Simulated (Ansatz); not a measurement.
Name a neutral molecule of Al, F, N, Si and H with size of the dipole moment (PBE/def2-TZVPP) between 1.50 and 1.80 D and HOMO–LUMO gap (PBE0/def2-TZVPP) between 5.70 and 6.00 eV (Ansatz, PBE0-D4/def2-TZVP geometry).

`[NH2][AlH][SiH](F)[SiH3]` (1.53 D, 5.87 eV). Other molecules can fit too; these were computed, each in one conformer that needn't be the lowest.
